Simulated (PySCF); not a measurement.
Start geometry of `O[SiH2][SiH2][SiH2]Br` from a GFN2-xTB structure with every atom displaced at random (by about 0.01 Å) (Å):
```
atom  x, y, z in Å
O1    -1.2414   -1.6089    0.5036
Si2   -1.8226   -0.1734   -0.1001
Si3    0.0196    1.1269    0.3161
Si4    2.0932    0.0501   -0.0475
Br5    2.3075   -0.3017   -2.2558
H6    -1.7763   -2.3829    0.4668
H7    -3.0387    0.2043    0.6085
H8    -2.1546   -0.3312   -1.5155
H9     0.0292    2.3600   -0.4735
H10    0.1237    1.6146    1.7236
H11    2.1788   -1.3167    0.4812
H12    3.3212    0.7306    0.2838
```

Q: What comes out of this run: PBE0-D3(BJ)/def2-SVP geometry optimisation, gas phase (PySCF)?

A: 
```
atom  x, y, z in Å
O1    -1.1195   -1.6883    0.3292
Si2   -1.6945   -0.1907   -0.1471
Si3    0.0626    1.2447    0.4293
Si4    2.0060    0.0081    0.0132
Br5    1.8840   -0.7051   -2.1087
H6    -1.6104   -2.4637    0.0411
H7    -2.9711    0.1619    0.5537
H8    -1.9607   -0.1371   -1.6194
H9     0.0675    2.4837   -0.4085
H10    0.0110    1.6303    1.8757
H11    2.1100   -1.1853    0.8991
H12    3.2564    0.8150    0.1322
```

The energy falls by 27.4 kJ/mol over 14 energy and gradient evaluations, the largest force component goes from 0.0178 to 2.6e-04 Eh/bohr, and the atoms move by 0.291 Å rms after alignment. The bond that changes most is Si4–H12 (SiH2 silicon to Si–H hydrogen), which lengthens by 0.050 Å. Bonds longer at the end by more than 0.005 Å: 8 of 11; shorter: 1. Among the angles that change most is Si2–Si3–Si4, from 114.7° to 104.8°. Among the dihedrals that turn most is H10–Si3–Si4–H11, from 81° to 56°. Rotational constants go from 2454, 654.9, 599.9 to 2097, 823.9, 691.3 MHz. The orientation of the end geometry is arbitrary; only internal coordinates are fixed.

The run used 135 basis functions and 86 SCF cycles in all. On an Intel Xeon 6975P-C with one thread, no GPU, shared host with 192 logical CPUs at a one-minute load of 70, this took 87 s and 0.55 GiB of memory at its peak.

Whether it is a minimum is left open (no frequencies). One conformer, not necessarily the lowest.
